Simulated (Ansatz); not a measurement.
`[Cl][GeH2][Cl]` + H–F → `[F][GeH2][Cl]` + HCl at 600 K and 1 bar (ligand exchange at a Ge–Cl bond).

Computed with Ansatz on PBE0-D4/def2-TZVP structures; ΔE is electronic, products minus reactants. CCSD(T)/CBS adds triple-zeta CCSD(T) − MP2 to the extrapolated MP2 energy (def2 sets, frozen cores). This one scheme is used for every species. For Ge outer-core shells are correlated without core-valence functions, which leaves a few kJ/mol of doubt a bond. Scalar relativity is left out up to krypton.

| species | CCSD(T)/CBS energy (Eh) | H − E (kJ/mol) | S (J/(mol·K)) |
| --- | --- | --- | --- |
| `[Cl][GeH2][Cl]` | -2996.94498 | 87.0 | 354.5 |
| H–F | -100.39570 | 42.3 | 194.0 |
| `[F][GeH2][Cl]` | -2636.95386 | 88.0 | 347.0 |
| HCl | -460.38127 | 35.4 | 207.2 |

H − E and S are ideal-gas, rigid-rotor, harmonic terms from PBE0-D4/def2-TZVP. 1 Eh = 2625.50 kJ/mol, R = 8.31446 J/(mol·K).

Q: By hand: ΔE, ΔH, ΔS and ΔG.

A: ΔE = (-2636.95386) + (-460.38127) − (-2996.94498) − (-100.39570) = 0.00555 Eh = 14.6 kJ/mol. Δ(H − E) = 88.0 + 35.4 − 87.0 − 42.3 = -5.9, so ΔH = 8.7 kJ/mol. ΔS = 347.0 + 207.2 − 354.5 − 194.0 = 5.7 J/(mol·K). ΔG = 8.7 − 600 × (5.7)/1000 = 5.3 kJ/mol.

Q: By hand: the equilibrium constant, and the temperature at which ΔG would vanish if ΔH and ΔS stayed fixed.

A: log₁₀ K = −ΔG/(RT ln 10) = -0.5. ΔG = 0 at ΔH/ΔS = 1526 K, though so small a ΔH makes that figure unsure.

TΔS isn't small against ΔH here. The sign of ΔG lies within the doubt. A doubt of 5 kJ/mol in ΔE shifts log₁₀ K by 0.4 here. These are equilibria of isolated gas molecules and say nothing of rates. Largest T1 diagnostic: 0.011 (customary marks: 0.02 for closed shells, 0.045 for open ones).
